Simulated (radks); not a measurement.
Results of a calculation; reference values are marked as such.
Tl48+, configuration [Ar] 3d10 4s2 4p3.

Level of theory: Dirac Kohn-Sham, exchange-only PBE, spin-unpolarised, spherical densities, finite nucleus; open shells fill j = l - 1/2 first; Fermi nuclear charge, rms radius 5.4759 fm (a radial shooting solver on a logarithmic mesh with Libxc functionals).

Energy parts (hartree):
total: -18634.3992
kinetic: 21830.4577
electron-nucleus: -43771.2400
Hartree: 3588.0650
exchange: -281.6819

Orbitals (lengths in bohr, moments of r in powers of bohr; <r^-3> diverges for s and p1/2; r(max) is where P^2 peaks):
orbital	occ.	eigenvalue (hartree)	r(max)	<r^4>	<r^2>	<r^-3>	small-component weight
1s1/2	2	-3231.908	0.01003	3.761e-07	0.0003691	-	9.51e-02
2s1/2	2	-649.9960	0.05833	0.00005380	0.005534	-	2.20e-02
2p1/2	2	-628.1086	0.04276	0.00003174	0.003899	-	2.20e-02
2p3/2	4	-551.9948	0.05034	0.00005040	0.005074	22470	1.95e-02
3s1/2	2	-220.6883	0.1629	0.001818	0.03484	-	7.60e-03
3p1/2	2	-211.0259	0.1517	0.001563	0.03156	-	7.54e-03
3p3/2	4	-193.4611	0.1666	0.002153	0.03735	5504	6.83e-03
3d3/2	4	-177.8747	0.1290	0.001377	0.02826	967.1	6.68e-03
3d5/2	6	-174.0712	0.1331	0.001514	0.02981	795.0	6.49e-03
4s1/2	2	-105.8259	0.3448	0.02587	0.1366	-	3.37e-03
4p1/2	2	-101.6207	0.3393	0.02529	0.1339	-	3.31e-03
4p3/2	1	-95.76068	0.3625	0.03193	0.1510	1892	3.09e-03

The highest occupied level is 4p3/2 at -2605.8 eV. For comparison, the ionisation energy in NIST's Atomic Spectra Database is 2635 eV (theoretical). In exact Kohn-Sham theory the highest level is minus the ionisation energy, but local and semilocal functionals leave it too shallow, through self-interaction and a potential that decays too fast; potentials with the right tail come closer. The electron density at the nucleus is 2.529e+06 e/bohr^3.

Beside tabulated values, note that spin-unpolarised runs miss the spin-polarisation part of the exchange energy of open shells.
